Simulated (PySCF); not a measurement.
## Calculated data, CH$_{2}$AlClSi, Al$_{2}$BH$_{4}$N, Al$_{2}$HN, B$_{4}$H$_{5}$ and others

Computed with PySCF 2.14.0. Calculation on a computer-drawn molecule: the log of a Hartree-Fock and frozen-core CCSD(T) single point meant for a local Hartree-Fock minimum, with one planted fault or none, to be diagnosed. Offsets are logged minus clean, where the clean run is the same molecule without the fault. The reference is restricted for singlets and unrestricted otherwise, and also for a bond in bohr or an excited solution. Adding or removing an electron swaps singlet and doublet. The excited solution moves the top pair (singlet) or top alpha electron (doublet) to the lowest empty orbital. Highest occupied and lowest empty are orbital energies over both spins, largest force is the largest gradient component, triples share is (T) over the correlation energy, the T1 limit is 0.02 restricted and 0.045 unrestricted, electrons count all cores, a negative frequency is imaginary (commonest isotopes), and the dipole is about the centre of nuclear charge.

Common to all runs: meant multiplicity 1; logged SCF converged yes; possible faults no fault, one electron removed, one electron added, multiplicity raised by two, geometry at a saddle point, SCF held on an excited solution, minimal basis STO-3G, one bond length entered in bohr, all coordinates scaled.

```yaml
- entry: 1
  formula: CH2AlClSi
  logged_structure:
    atoms_angstrom:
      - [Al, -2.5782, -1.7411, -3.3746]
      - [C, -1.2978, -0.3627, -2.7896]
      - [Si, 0.3594, -0.5367, -2.5165]
      - [Cl, 1.3435, -2.32, -2.7703]
      - [H, -1.6551, 0.6555, -2.6057]
      - [H, 1.3487, 0.4558, -2.082]
  given:
    meant_charge: 0
    meant_basis: "cc-pV(D+d)Z"
    logged_electrons: 51
    logged_basis_functions: 93
    logged_spin_squared: 0.7735
    "logged_highest_occupied [eV]": -13.905
    "logged_lowest_empty [eV]": -5.7765
    "logged_largest_force [hartree/bohr]": 0.028414
    logged_T1_diagnostic: 0.017884
    logged_D1_diagnostic: 0.053413
    logged_triples_share: 0.036417
    logged_CC_converged: "yes"
    "logged_dipole_magnitude [debye]": 7.0636
    logged_SCF_stable_within_its_kind: "yes"
    "logged_energy_HF [hartree]": -1029.13297
    "logged_energy_CCSD(T) [hartree]": -1029.56924
    drawn_bonds_atom: [1, 2, 3, 2, 3]
    drawn_bonds_other_atom: [2, 3, 4, 5, 6]
    drawn_bonds_order: [1, 2, 1, 1, 1]
  results:
    planted_fault: "one electron removed"
    "HF_energy_offset_from_clean_run [kcal/mol]": 153.7
    "CCSD(T)_energy_offset_from_clean_run [kcal/mol]": 175.6
- entry: 2
  formula: Al2BH4N
  logged_structure:
    atoms_angstrom:
      - [Al, -1.7827, 3.7024, 1.3172]
      - ["N", -1.2101, 2.0802, 0.6516]
      - [B, 0.2705, 2.4628, -1.5174]
      - [Al, 1.1909, 0.8848, -2.6884]
      - [H, -1.3659, 1.1412, 0.9689]
      - [H, 0.4027, 3.6439, -1.8232]
      - [H, 2.0508, 1.15, -3.9981]
      - [H, 1.0185, -0.637, -2.2469]
  given:
    meant_charge: 0
    meant_basis: "cc-pV(D+d)Z"
    logged_electrons: 42
    logged_basis_functions: 94
    logged_spin_squared: 0.9236
    "logged_highest_occupied [eV]": -8.137
    "logged_lowest_empty [eV]": -0.0082149
    "logged_largest_force [hartree/bohr]": 0.035445
    logged_T1_diagnostic: 0.072488
    logged_D1_diagnostic: 0.31779
    logged_triples_share: 0.041687
    logged_CC_converged: "yes"
    "logged_dipole_magnitude [debye]": 0.38322
    logged_SCF_stable_within_its_kind: "yes"
    "logged_energy_HF [hartree]": -565.14838
    "logged_energy_CCSD(T) [hartree]": -565.56367
    drawn_bonds_atom: [1, 2, 3, 2, 3, 4, 4]
    drawn_bonds_other_atom: [2, 3, 4, 5, 6, 7, 8]
    drawn_bonds_order: [1, 1, 1, 1, 1, 1, 1]
  results:
    planted_fault: "one bond length entered in bohr, row 2 of the drawn bonds"
    "HF_energy_offset_from_clean_run [kcal/mol]": 111.8
    "CCSD(T)_energy_offset_from_clean_run [kcal/mol]": 119.3
  notes: ["T1 above single-reference limit"]
- entry: 3
  formula: Al2HN
  logged_structure:
    atoms_angstrom:
      - [Al, -0.6124, 0.2031, 3.8608]
      - ["N", -1.0226, 0.7935, 2.2556]
      - [Al, -1.4054, 1.345, 0.7572]
      - [H, -1.7681, 1.8676, -0.6631]
  given:
    meant_charge: 0
    meant_basis: "cc-pV(D+d)Z"
    logged_electrons: 33
    logged_basis_functions: 65
    logged_spin_squared: 0.7563
    "logged_highest_occupied [eV]": -14.942
    "logged_lowest_empty [eV]": -5.4979
    "logged_largest_force [hartree/bohr]": 0.059868
    logged_T1_diagnostic: 0.025297
    logged_D1_diagnostic: 0.056612
    logged_triples_share: 0.041994
    logged_CC_converged: "yes"
    "logged_dipole_magnitude [debye]": 1.7695
    logged_SCF_stable_within_its_kind: "yes"
    "logged_energy_HF [hartree]": -538.62268
    "logged_energy_CCSD(T) [hartree]": -538.89254
    drawn_bonds_atom: [1, 2, 3]
    drawn_bonds_other_atom: [2, 3, 4]
    drawn_bonds_order: [1, 2, 1]
  results:
    planted_fault: "one electron removed"
    "HF_energy_offset_from_clean_run [kcal/mol]": 144.7
    "CCSD(T)_energy_offset_from_clean_run [kcal/mol]": 169.9
- entry: 4
  formula: Al2HN
  logged_structure:
    atoms_angstrom:
      - [Al, -0.6124, 0.2031, 3.8608]
      - ["N", -1.0226, 0.7935, 2.2556]
      - [Al, -1.7459, 1.8357, -0.5761]
      - [H, -2.1087, 2.3583, -1.9964]
  given:
    meant_charge: 0
    meant_basis: "cc-pV(D+d)Z"
    logged_electrons: 34
    logged_basis_functions: 65
    logged_spin_squared: 1.5543
    "logged_highest_occupied [eV]": -7.5106
    "logged_lowest_empty [eV]": 0.53203
    "logged_largest_force [hartree/bohr]": 0.026431
    "logged_dipole_magnitude [debye]": 1.4963
    logged_SCF_stable_within_its_kind: "yes"
    "logged_energy_HF [hartree]": -538.70613
    drawn_bonds_atom: [1, 2, 3]
    drawn_bonds_other_atom: [2, 3, 4]
    drawn_bonds_order: [1, 2, 1]
  results:
    planted_fault: "one bond length entered in bohr, row 2 of the drawn bonds"
    "HF_energy_offset_from_clean_run [kcal/mol]": 92.38
  notes: ["coupled-cluster numbers left out as unreliable"]
- entry: 5
  formula: B4H5
  logged_structure:
    atoms_angstrom:
      - [B, -0.6993, 0.2734, -1.0164]
      - [B, 0.8998, 0.5996, -0.7283]
      - [B, 2.0223, -0.6635, -0.5782]
      - [B, 1.4376, 2.2017, -0.5791]
      - [H, -1.8364, 0.0415, -1.2213]
      - [H, 2.5903, -1.0521, -1.5536]
      - [H, 2.2334, -1.1244, 0.5026]
      - [H, 1.4521, 2.7092, 0.5013]
      - [H, 1.8073, 2.7813, -1.5552]
  given:
    meant_charge: 1
    meant_basis: cc-pVDZ
    logged_electrons: 24
    logged_basis_functions: 81
    logged_spin_squared: 0.0
    "logged_highest_occupied [eV]": -16.649
    "logged_lowest_empty [eV]": -6.2161
    "logged_largest_force [hartree/bohr]": 9.3308e-06
    "logged_lowest_frequency [cm^-1]": 178.75
    logged_T1_diagnostic: 0.022068
    logged_D1_diagnostic: 0.063732
    logged_triples_share: 0.029728
    logged_CC_converged: "yes"
    "logged_dipole_magnitude [debye]": 4.9509
    logged_SCF_stable_within_its_kind: "yes"
    "logged_energy_HF [hartree]": -101.25036
    "logged_energy_CCSD(T) [hartree]": -101.60418
    drawn_bonds_atom: [1, 2, 2, 1, 3, 3, 4, 4]
    drawn_bonds_other_atom: [2, 3, 4, 5, 6, 7, 8, 9]
    drawn_bonds_order: [1, 1, 1, 1, 1, 1, 1, 1]
  results:
    planted_fault: "no fault"
    "HF_energy_offset_from_clean_run [kcal/mol]": 0.0
    "CCSD(T)_energy_offset_from_clean_run [kcal/mol]": 0.0
  notes: ["T1 above single-reference limit"]
- entry: 6
  formula: B3H6Si
  logged_structure:
    atoms_angstrom:
      - [B, -0.4228, -2.3417, 0.8025]
      - [B, -0.1526, -0.9161, 0.0188]
      - [B, -0.5794, 0.5932, 0.6042]
      - [Si, 0.7947, -0.9421, -1.8521]
      - [H, -0.6039, -3.3738, 1.3416]
      - [H, -1.6463, 1.0513, 0.3195]
      - [H, 0.2095, 1.2136, 1.2538]
      - [H, -0.0668, -1.7688, -2.7179]
      - [H, 0.8978, 0.4489, -2.3153]
      - [H, 2.1113, -1.5628, -1.6138]
  given:
    meant_charge: 1
    meant_basis: "cc-pV(D+d)Z"
    logged_electrons: 34
    logged_basis_functions: 95
    logged_spin_squared: 0.0
    "logged_highest_occupied [eV]": -12.475
    "logged_lowest_empty [eV]": -8.964
    "logged_largest_force [hartree/bohr]": 0.14024
    logged_CC_converged: "no"
    "logged_dipole_magnitude [debye]": 0.051859
    logged_SCF_stable_within_its_kind: "no"
    "logged_energy_HF [hartree]": -365.85833
    drawn_bonds_atom: [1, 2, 2, 1, 3, 3, 4, 4, 4]
    drawn_bonds_other_atom: [2, 3, 4, 5, 6, 7, 8, 9, 10]
    drawn_bonds_order: [1, 1, 1, 1, 1, 1, 1, 1, 1]
  results:
    planted_fault: "SCF held on an excited solution"
    "HF_energy_offset_from_clean_run [kcal/mol]": 153.5
  notes: ["CCSD not converged"]
- entry: 7
  formula: B3H6Si
  logged_structure:
    atoms_angstrom:
      - [B, -0.4228, -2.3417, 0.8025]
      - [B, -0.1526, -0.9161, 0.0188]
      - [B, -0.5794, 0.5932, 0.6042]
      - [Si, 0.7947, -0.9421, -1.8521]
      - [H, -0.6039, -3.3738, 1.3416]
      - [H, -1.6463, 1.0513, 0.3195]
      - [H, 0.2095, 1.2136, 1.2538]
      - [H, -0.0668, -1.7688, -2.7179]
      - [H, 0.8978, 0.4489, -2.3153]
      - [H, 2.1113, -1.5628, -1.6138]
  given:
    meant_charge: 1
    meant_basis: "cc-pV(D+d)Z"
    logged_electrons: 34
    logged_basis_functions: 30
    logged_spin_squared: 0.0
    "logged_highest_occupied [eV]": -14.693
    "logged_lowest_empty [eV]": -3.8099
    "logged_largest_force [hartree/bohr]": 0.024921
    logged_T1_diagnostic: 0.0194
    logged_D1_diagnostic: 0.069186
    logged_triples_share: 0.019342
    logged_CC_converged: "yes"
    "logged_dipole_magnitude [debye]": 6.1993
    logged_SCF_stable_within_its_kind: "yes"
    "logged_energy_HF [hartree]": -361.88419
    "logged_energy_CCSD(T) [hartree]": -362.0784
    drawn_bonds_atom: [1, 2, 2, 1, 3, 3, 4, 4, 4]
    drawn_bonds_other_atom: [2, 3, 4, 5, 6, 7, 8, 9, 10]
    drawn_bonds_order: [1, 1, 1, 1, 1, 1, 1, 1, 1]
  results:
    planted_fault: "minimal basis STO-3G"
    "HF_energy_offset_from_clean_run [kcal/mol]": 2647
    "CCSD(T)_energy_offset_from_clean_run [kcal/mol]": 2768
- entry: 8
  formula: AlB2H3N
  logged_structure:
    atoms_angstrom:
      - [B, -1.8114, 2.4049, -0.1729]
      - [B, -1.7234, 0.8823, 0.481]
      - ["N", -1.6573, -0.2564, 0.9705]
      - [Al, -1.557, -1.984, 1.7128]
      - [H, -1.8745, 3.4942, -0.641]
      - [H, -1.4653, -1.9983, 3.2832]
      - [H, -1.581, -3.1386, 0.6448]
  given:
    meant_charge: 1
    meant_basis: "cc-pV(D+d)Z"
    logged_electrons: 32
    logged_basis_functions: 80
    logged_spin_squared: 0.0
    "logged_highest_occupied [eV]": -15.158
    "logged_lowest_empty [eV]": -6.2369
    "logged_largest_force [hartree/bohr]": 0.014954
    logged_T1_diagnostic: 0.029587
    logged_D1_diagnostic: 0.081707
    logged_triples_share: 0.043118
    logged_CC_converged: "yes"
    "logged_dipole_magnitude [debye]": 10.47
    logged_SCF_stable_within_its_kind: "yes"
    "logged_energy_HF [hartree]": -347.18137
    "logged_energy_CCSD(T) [hartree]": -347.59102
    drawn_bonds_atom: [1, 2, 3, 1, 4, 4]
    drawn_bonds_other_atom: [2, 3, 4, 5, 6, 7]
    drawn_bonds_order: [1, 2, 1, 1, 1, 1]
  results:
    planted_fault: "all coordinates scaled, by +1.0 %"
    "HF_energy_offset_from_clean_run [kcal/mol]": 0.4486
    "CCSD(T)_energy_offset_from_clean_run [kcal/mol]": -0.8245
  notes: ["T1 above single-reference limit"]
```
